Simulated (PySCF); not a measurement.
MgGe⁻ at B2PLYP

Computed with B2PLYP; basis Mg aug-cc-pVDZ, Ge aug-cc-pVDZ-PP with ECP10; scalar-relativistic core potentials; PySCF 2.14.

| Property | Result |
| --- | --- |
| state | ⁴Σ⁻ (quartet), unpaired electrons σ ↑, π ↑↑ |
| bond length | 275.1 pm |
| harmonic wavenumber | 194 cm⁻¹ |
| force constant | 0.400 mdyn/Å |
| rotational constant Be | 0.1230 cm⁻¹ |
| anharmonicity ωexe | 1.85 cm⁻¹ |
| vibration–rotation constant αe | 0.00136 cm⁻¹ |
| well depth De to Mg + Ge⁻ | 0.84 eV |
| dissociation energy D0 | 0.83 eV |
| bond order (Mayer) | 0.68 |
| dipole moment (positive dipole points towards Ge; it is taken about the centre of mass and depends on that origin) | 3.51 D |

Correlated steps freeze 5 core orbitals. Spin–orbit coupling is left out. For an ion De counts to the pair picked by the measured ionisation energies or electron affinities, which need not be the lowest pair at this level. B2PLYP dipoles, levels and charges come from its SCF part alone. The state was picked by a PBE0 search and need not be the measured ground state.
